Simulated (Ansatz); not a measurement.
Born–Oppenheimer molecular dynamics of ClH7OSi3 (12 atoms, charge 0, multiplicity 1). It starts at the highest image of a converged band. Of that band: Neighbouring images differ by up to 2.9 eV, so the band resolves the path poorly. A vibrational analysis at the climbing image gives one clearly imaginary mode, 1240i cm⁻¹: a first-order saddle point.

Theory: RKS B3LYP-D4/STO-3G (Ansatz 0.2.0).

```json
{"ensemble": "NVE (velocity Verlet)", "time step": "0.5 fs", "steps asked": "200", "starting velocities drawn for": "300 K", "seed": "8975"}
```

First frame:

```xyz
12
Properties=species:S:1:pos:R:3
O -1.433 2.179 1.517
Si -1.046 0.309 1.330
Si 0.010 0.157 -0.691
Si 1.342 -1.665 -0.820
Cl 2.360 -1.745 -2.680
H -1.809 2.442 0.595
H 0.067 0.266 2.278
H -2.282 1.195 1.776
H 0.823 1.328 -0.955
H -0.937 0.079 -1.782
H 0.605 -2.908 -0.727
H 2.378 -1.692 0.192
```

**Question.** How far do the bonds stretch over the last three quarters of this one trajectory? (Pairs bonded in most of those frames.)

**Answer.** 
```tsv
bond	mean (Å)	spread (Å)	shortest	longest
O1–Si2	2.067	0.142	1.85	2.26
O1–H6	1.033	0.036	0.96	1.11
O1–H8	1.036	0.039	0.95	1.11
Si2–Si3	2.338	0.063	2.23	2.42
Si2–H7	1.493	0.010	1.47	1.51
Si3–Si4	2.275	0.056	2.20	2.36
Si3–H9	1.454	0.016	1.43	1.48
Si3–H10	1.451	0.021	1.42	1.48
Si4–Cl5	2.130	0.023	2.09	2.16
Si4–H11	1.450	0.002	1.45	1.45
Si4–H12	1.450	0.008	1.44	1.46
```

Pairs bonded in part of these frames only: O1–Si2 77 %.

Mean temperature of the second half: 561 K. The conserved energy stayed within 0.22 meV per atom of its start (net change 0.047 meV per atom), so the integration is sound. The kinetic energy rose, since the run started high on the potential surface and went downhill. A run of 0.1 ps of so small a system gives no equilibrium averages. The orbitals stay closed-shell, which can raise the energy where a bond breaks towards radicals; this wasn't checked here. Limits of this set-up: minimal basis.

Run time: 12 min on 1 thread of Intel(R) Xeon(R) Processor @ 2.70GHz, with other jobs on the host, peak memory 0.14 GiB.
